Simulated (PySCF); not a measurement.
Si(CF3)(Cl)2(H) (CHCl2F3Si), SMILES FC(F)(F)[SiH](Cl)Cl.

Geometry optimised at ωB97X-D3(BJ)/def2-SVP.

Two levels are set side by side: TDDFT-PBE/def2-SVPD (PySCF) and TDDFT-CAM-B3LYP/def2-SVPD (PySCF). Vertical, same geometry. The lowest singlet is HOMO→LUMO 99 % with PBE and HOMO→LUMO 91 % with the other functional; states are paired by order. Differences are taken from unrounded values.

```json
[
 {"quantity": "lowest singlet excitation (eV)", "TDDFT-PBE": "6.67"},
 {"quantity": "lowest triplet excitation (TDA) (eV)", "TDDFT-PBE": "6.39"},
 {"quantity": "first bright state (f over 0.05) (eV)", "TDDFT-PBE": "7.81"},
 {"quantity": "its oscillator strength", "TDDFT-PBE": "0.05"}
]
```

### Question
These are the TDDFT-PBE values. What does TDDFT-CAM-B3LYP give? (Estimate from the structure and the level; the computed values follow.)

### Answer

| quantity | TDDFT-CAM-B3LYP | TDDFT-PBE minus TDDFT-CAM-B3LYP |
|---|---|---|
| lowest singlet excitation (eV) | 7.75 | -1.07 |
| lowest triplet excitation (TDA) (eV) | 7.35 | -0.96 |
| first bright state (f over 0.05) (eV) | 9.00 | -1.19 |
| its oscillator strength | 0.08 | -0.03 |

A lower first singlet is the usual sign of a functional without exact exchange. Differences between two approximate levels are no errors against the true value.

Rough cost on one machine, each run with all the roots and properties that it gave: TDDFT-CAM-B3LYP against TDDFT-PBE about 8 times.
